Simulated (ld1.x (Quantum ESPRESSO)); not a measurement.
# What one change does to a pseudopotential (S (Z = 16), ultrasoft)

sulfur (S), ultrasoft, made with ld1.x (Quantum ESPRESSO) 7.5 (PBE, non-relativistic). Core [Ne], reference 3s2 3p4. Waves: 3s (bound): rcut 1.35, rcutus 1.65 bohr; 3s channel at 2.05 Ry: rcut 1.35, rcutus 1.65 bohr; 3p (bound): rcut 0.90, rcutus 1.20 bohr; 3p channel at 3.5 Ry: rcut 0.90, rcutus 1.20 bohr. Local part: all-electron potential smoothed inside 1.15 bohr (lloc = -1). Core correction: Bessel-smoothed model core inside 0.85 bohr. Augmentation charge: built from norm-conserving waves at rcut, not smoothed further.

Change: core correction Bessel-smoothed model core inside 0.94 bohr.

Cutoffs: the cutoffs (Ry, on a coarse ladder) from which the occupation-weighted sum of valence levels, in a spherical-Bessel basis at the reference potential, stays within 10 and 1 mRy of its value at 400 Ry; they do not see the model core or the augmentation charge, which bear on the density cutoff. Errors are all-electron minus pseudo energies relative to the spin-unpolarised reference configuration.

Task: What does the change do?

Result: The potential gets neither clearly harder nor softer (30 Ry and 45 Ry → 30 Ry and 45 Ry); of the 7 tests that both files solve, the error grows in 1 and shrinks in 5 by more than 15 % and 0.3 meV (median size 3.7 → 2.7 meV); neither file shows a bound ghost. A wider model core is smoother and lowers the density cutoff, which this test does not measure.

```csv
quantity,base,changed
"cutoff, loose",30 Ry,30 Ry
"cutoff, tight",45 Ry,45 Ry
bound ghosts,none,none
"error for 3s2 3p3, meV [ΔE 11.78 eV]",-0.4,-0.2
"error for 3s2 3p2, meV [ΔE 34.08 eV]",-2.9,-1.9
"error for 3s2 3p1, meV [ΔE 68.13 eV]",-12,-8.6
"error for 3s2 3p0, meV [ΔE 114.93 eV]",-40,-28
"error for 3s1 3p4, meV [ΔE 22.52 eV]",+1.2,+1.9
"error for 3s0 3p6, meV [ΔE 20.48 eV]",-16,-12
"error for 3s1 3p5, meV [ΔE 10.18 eV]",-3.7,-2.7
s: phases at 1.79 bohr within 0.05 rad from the reference energy up to (Ry; the scan ends near 5),to the end of the scan,to the end of the scan
p: phases at 1.79 bohr within 0.05 rad from the reference energy up to (Ry; the scan ends near 5),to the end of the scan,to the end of the scan
lowest overlap eigenvalue by channel,"s 0.40, p 0.81","s 0.40, p 0.81"
```
